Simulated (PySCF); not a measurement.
## Radial density of Ba⁺ (barium, charge +1)

M06-L, [Xe] 6s1, 2S determinant. All numbers are calculated (PySCF 2.14, the spin-free X2C one-electron Hamiltonian (Gaussian nucleus), in cc-pVDZ-X2C).

| r (bohr) | 4πr²ρ (e/bohr) | 4πr²(ρα − ρβ) |
| --- | --- | --- |
| 0.0183 | 74.01 | 0.0010 |
| 0.0308 | 64.32 | -0.0010 |
| 0.0518 | 77.30 | 0.0007 |
| 0.0871 | 94.28 | 0.0030 |
| 0.147 | 68.93 | 0.0002 |
| 0.246 | 79.97 | 0.0050 |
| 0.415 | 30.04 | 0.0065 |
| 0.697 | 31.77 | 0.0000 |
| 1.17 | 9.827 | 0.0381 |
| 1.97 | 4.908 | -0.0196 |
| 3.32 | 0.7451 | 0.2707 |
| 5.58 | 0.1812 | 0.1793 |
| 9.39 | 0.002039 | 0.0020 |

Densities and radii are taken from the X2C orbitals without a picture-change correction, which distorts them close to the nucleus.

Spin-orbit coupling, which splits the p, d and f shells strongly at this Z, is absent.

Task: Where is the radial spin density 4πr²(ρα − ρβ) most negative, and why is it negative at all?

Result: Around r = 1.97 bohr, down to -0.0196 e/bohr: exchange with the open shell polarises the paired shells in an unrestricted calculation.
